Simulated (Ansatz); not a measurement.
C₂H₇As⁺, that is AsH2Et with one electron fewer. Charge 1, multiplicity 2. Geometry PBE0-D4/def2-SVP, that of the neutral singlet; atoms count from 1.

```xyz
10

As    1.456    0.937   -0.355
H     1.399    0.277   -1.732
H     1.047    2.292   -0.928
C    -0.372    0.388    0.185
C    -0.439   -1.092    0.526
H    -1.087    0.648   -0.609
H    -0.627    1.002    1.065
H    -1.446   -1.375    0.870
H    -0.202   -1.720   -0.348
H     0.272   -1.357    1.325
```

Estimate the Mulliken populations from the PBE0/def2-TZVP orbitals of Ansatz.


```csv
atom,charge (e),spin (α − β)
As1,0.34,0.74
H2,0.18,0.03
H3,0.19,0.02
C4,-0.27,0.13
C5,-0.39,0.00
H6,0.22,0.05
H7,0.20,0.00
H8,0.19,0.01
H9,0.17,0.00
H10,0.17,0.01
```
Mulliken values depend strongly on the basis.

Where does the spin sit?

Summed by element: As 0.74, H 0.13, C 0.13, of 1 unpaired in all. Largest on single atoms: As1 0.74, C4 0.13, H6 0.05.

And the Mayer bond orders between heavy atoms (over 0.3)?

As1–C4 0.94 (1.98 Å); C4–C5 1.02 (1.52 Å).
